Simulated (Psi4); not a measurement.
Dimer: CH4 (SMILES C) (first 5 atoms) with H4OSi (SMILES O[SiH3]); geometry from B3LYP-D3(BJ)/def2-TZVP.
(charge 0, multiplicity 1):
```json
[
 {"atom": "C", "x (Å)": "0.1916", "y (Å)": "-0.0203", "z (Å)": "0.4859"},
 {"atom": "H", "x (Å)": "-0.7643", "y (Å)": "-0.2195", "z (Å)": "0.9682"},
 {"atom": "H", "x (Å)": "0.0641", "y (Å)": "-0.0530", "z (Å)": "-0.5948"},
 {"atom": "H", "x (Å)": "0.5468", "y (Å)": "0.9708", "z (Å)": "0.7689"},
 {"atom": "H", "x (Å)": "0.9156", "y (Å)": "-0.7816", "z (Å)": "0.7778"},
 {"atom": "O", "x (Å)": "0.9984", "y (Å)": "0.2246", "z (Å)": "3.7993"},
 {"atom": "Si", "x (Å)": "-0.5663", "y (Å)": "0.0890", "z (Å)": "4.3104"},
 {"atom": "H", "x (Å)": "1.1627", "y (Å)": "0.1952", "z (Å)": "2.8533"},
 {"atom": "H", "x (Å)": "-1.4156", "y (Å)": "1.1810", "z (Å)": "3.7725"},
 {"atom": "H", "x (Å)": "-0.5207", "y (Å)": "0.1692", "z (Å)": "5.7837"},
 {"atom": "H", "x (Å)": "-1.1696", "y (Å)": "-1.2019", "z (Å)": "3.8945"}
]
```

Computed with SAPT0/jun-cc-pV(D+d)Z in Psi4.

Which attractive term is largest, and how does the interaction split up?

electrostatics -1.00, exchange 2.13, induction -0.52, dispersion -1.28, total -0.66 kcal/mol; the largest attraction is dispersion.
